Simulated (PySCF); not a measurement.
HSZn (SMILES [SH][Zn+]), charge +1, singlet, at a GFN2-xTB geometry (such geometries of metal compounds can be far from the true shape); DF-SVWN5/STO-3G run with PySCF.

Here is a job for PySCF.
```python
from pyscf import gto, scf, dft

mol = gto.Mole()
mol.atom = '''
    Zn   -0.361328   -0.651429   -0.264407
    S     0.586257    1.186349    0.418261
    H     1.459715    0.561274    1.240021
'''
mol.basis = 'sto-3g'
mol.charge = 1
mol.spin = 0
mol.verbose = 4
mol.build()

mf = dft.RKS(mol)
mf.xc = 'lda,vwn'
mf = mf.density_fit(auxbasis='def2-universal-jkfit')
mf.kernel()
mf.analyze()
```

The log (banner, timings and long lists left out):

```
PySCF version 2.14.0

[INPUT] verbose = 4
[INPUT] num. atoms = 3
[INPUT] num. electrons = 46
[INPUT] charge = 1
[INPUT] spin (= nelec alpha-beta = 2S) = 0
[INPUT] symmetry False subgroup None
[INPUT] Mole.unit = angstrom
[INPUT] Symbol           X                Y                Z      unit          X                Y                Z       unit  Magmom
[...]
nuclear repulsion = 128.891007464412
number of shells = 14
number of NR pGTOs = 84
number of NR cGTOs = 28
basis = sto-3g
ecp = {}

******** <class 'pyscf.df.df_jk.DFRKS'> ********
method = DFRKS
initial guess = minao
damping factor = 0
level_shift factor = 0
DIIS = <class 'pyscf.scf.diis.CDIIS'>
diis_start_cycle = 1
diis_space = 8
diis_damp = 0
SCF conv_tol = 1e-09
SCF conv_tol_grad = None
SCF max_cycles = 50
direct_scf = False
XC library pyscf.dft.libxc version 7.1.2
    S. Lehtola, C. Steigemann, M. J. T. Oliveira, and M. A. L. Marques,  SoftwareX 7, 1–5 (2018)
XC functionals = lda,vwn
    P. A. M. Dirac,  Math. Proc. Cambridge Philos. Soc. 26, 376 (1930)
    F. Bloch,  Z. Phys. 57, 545 (1929)
    S. H. Vosko, L. Wilk, and M. Nusair,  Can. J. Phys. 58, 1200 (1980)
radial grids:
    Treutler-Ahlrichs [JCP 102, 346 (1995); DOI:10.1063/1.469408] (M4) radial grids

becke partition: Becke, JCP 88, 2547 (1988); DOI:10.1063/1.454033
pruning grids: <function nwchem_prune>
grids dens level: 3
symmetrized grids: False
atomic radii adjust function: <function treutler_atomic_radii_adjust>
small_rho_cutoff = 0
Set gradient conv threshold to 3.16228e-05
Initial guess from minao.
tot grids = 49328
init E= -2146.45025107711
[...]
cycle= 1 E= -2120.78308434809  delta_E= 25.7  |g|= 4.44  |ddm|=    8
[...]
cycle= 2 E= -2135.8483416603  delta_E= -15.1  |g|= 1.67  |ddm|= 8.59
[...]
cycle= 3 E= -2119.21347842055  delta_E= 16.6  |g|= 0.899  |ddm|= 8.76
[...]
cycle= 4 E= -2136.33709665276  delta_E= -17.1  |g|= 2.02  |ddm|= 8.98
[...]
cycle= 5 E= -2136.47862445102  delta_E= -0.142  |g|= 2.12  |ddm|= 0.178
[...]
cycle= 6 E= -2136.55907849058  delta_E= -0.0805  |g|= 2.18  |ddm|= 0.0959
[...]
cycle= 7 E= -2145.27262205166  delta_E= -8.71  |g|= 2.05  |ddm|= 4.54
[...]
cycle= 8 E= -2146.60433640536  delta_E= -1.33  |g|= 1.49  |ddm|= 3.18
[...]
cycle= 9 E= -2146.82088740924  delta_E= -0.217  |g|= 1.36  |ddm|= 0.487
[...]
cycle= 10 E= -2146.99375811446  delta_E= -0.173  |g|= 1.24  |ddm|= 0.54
[...]
cycle= 11 E= -2141.36845927906  delta_E= 5.63  |g|= 2.87  |ddm|= 4.43
[...]
cycle= 12 E= -2119.26145037397  delta_E= 22.1  |g|= 0.668  |ddm|= 9.25
[...]
cycle= 13 E= -2137.33040864483  delta_E= -18.1  |g|= 2.62  |ddm|= 9.24
[...]
cycle= 14 E= -2137.04009303912  delta_E= 0.29  |g|= 2.49  |ddm|= 0.257
[...]
cycle= 15 E= -2136.62780326435  delta_E= 0.412  |g|= 2.26  |ddm|= 0.419
[...]
cycle= 16 E= -2137.78615281892  delta_E= -1.16  |g|= 2.78  |ddm|= 1.03
[...]
cycle= 17 E= -2139.09806284545  delta_E= -1.31  |g|= 2.98  |ddm|= 0.921
[...]
cycle= 18 E= -2139.69300282329  delta_E= -0.595  |g|= 2.98  |ddm|= 0.421
[...]
cycle= 19 E= -2137.96442167649  delta_E= 1.73  |g|= 2.83  |ddm|=  1.1
[...]
cycle= 20 E= -2139.84897402838  delta_E= -1.88  |g|= 2.97  |ddm|= 1.29
[...]
cycle= 21 E= -2119.16431197104  delta_E= 20.7  |g|= 0.964  |ddm|=  9.2
[...]
cycle= 22 E= -2143.36768888491  delta_E= -24.2  |g|= 2.32  |ddm|= 8.88
[...]
cycle= 23 E= -2138.73507678648  delta_E= 4.63  |g|= 2.95  |ddm|=  3.7
[...]
cycle= 24 E= -2136.22076324947  delta_E= 2.51  |g|= 1.93  |ddm|= 2.08
[...]
cycle= 25 E= -2139.91429014603  delta_E= -3.69  |g|= 2.99  |ddm|= 2.59
[...]
cycle= 26 E= -2140.34528187073  delta_E= -0.431  |g|= 2.96  |ddm|= 0.341
[...]
cycle= 27 E= -2139.59266120434  delta_E= 0.753  |g|=    3  |ddm|= 0.575
[...]
cycle= 28 E= -2138.16190793067  delta_E= 1.43  |g|= 2.86  |ddm|= 0.972
[...]
cycle= 29 E= -2146.69626202704  delta_E= -8.53  |g|= 1.44  |ddm|= 4.96
[...]
cycle= 30 E= -2119.2205015922  delta_E= 27.5  |g|= 0.741  |ddm|= 9.05
[...]
cycle= 31 E= -2139.90087036223  delta_E= -20.7  |g|= 2.97  |ddm|= 9.25
[...]
cycle= 32 E= -2136.83338030008  delta_E= 3.07  |g|= 2.37  |ddm|=  2.1
[...]
cycle= 33 E= -2136.52518050172  delta_E= 0.308  |g|= 2.17  |ddm|= 0.337
[...]
cycle= 34 E= -2136.93016634125  delta_E= -0.405  |g|= 2.42  |ddm|= 0.432
[...]
cycle= 35 E= -2137.23860632671  delta_E= -0.308  |g|= 2.57  |ddm|= 0.284
[...]
cycle= 36 E= -2137.34134911043  delta_E= -0.103  |g|= 2.62  |ddm|= 0.0885
[...]
cycle= 37 E= -2137.07467798246  delta_E= 0.267  |g|=  2.5  |ddm|= 0.235
[...]
cycle= 38 E= -2136.73063560585  delta_E= 0.344  |g|= 2.29  |ddm|= 0.341
[...]
cycle= 39 E= -2119.17670551903  delta_E= 17.6  |g|= 0.905  |ddm|= 9.11
[...]
cycle= 40 E= -2146.73870529543  delta_E= -27.6  |g|= 1.42  |ddm|= 9.05
[...]
cycle= 41 E= -2144.16054738187  delta_E= 2.58  |g|= 2.34  |ddm|= 4.66
[...]
cycle= 42 E= -2144.15697882297  delta_E= 0.00357  |g|= 2.34  |ddm|= 0.0392
[...]
cycle= 43 E= -2142.72504404657  delta_E= 1.43  |g|= 2.56  |ddm|= 3.24
[...]
cycle= 44 E= -2142.43414933028  delta_E= 0.291  |g|= 2.65  |ddm|= 0.345
[...]
cycle= 45 E= -2146.02256176416  delta_E= -3.59  |g|= 1.62  |ddm|= 3.54
[...]
cycle= 46 E= -2136.74665372454  delta_E= 9.28  |g|= 2.34  |ddm|=  4.7
[...]
cycle= 47 E= -2136.72880478568  delta_E= 0.0178  |g|= 2.33  |ddm|= 0.0189
[...]
cycle= 48 E= -2119.2430043195  delta_E= 17.5  |g|= 0.688  |ddm|= 9.11
[...]
cycle= 49 E= -2137.19396343258  delta_E=  -18  |g|= 2.55  |ddm|= 9.21
[...]
cycle= 50 E= -2138.84272820859  delta_E= -1.65  |g|= 2.95  |ddm|= 1.21
SCF not converged.
SCF energy = -2138.84272820859
**** SCF Summaries ****
Total Energy =                       -2138.842728208592689
Nuclear Repulsion Energy =             128.891007464411530
One-electron Energy =                -3286.506313002939351
Two-electron Energy =                 1018.772577329935302
Two-electron Coulomb Energy =         1112.628132584543437
DFT Exchange-Correlation Energy =      -93.855555254608106
HOMO-LUMO gap [eV] =                     2.867124818812876
**** MO energy ****
[...]
 ** Mulliken pop on meta-lowdin orthogonal AOs  **
 ** Mulliken pop  **
[...]
 ** Mulliken atomic charges  **
charge of    0Zn =     -4.50396
charge of    1S =      4.56503
charge of    2H =      0.93893

WARN: System has nonzero charge 1; the dipole moment is origin-dependent.
Location of origin: [0. 0. 0.]

Dipole moment(X, Y, Z, Debye): 30.85385, 49.43171, 23.09187
```

The run did not converge; its last values are not results.
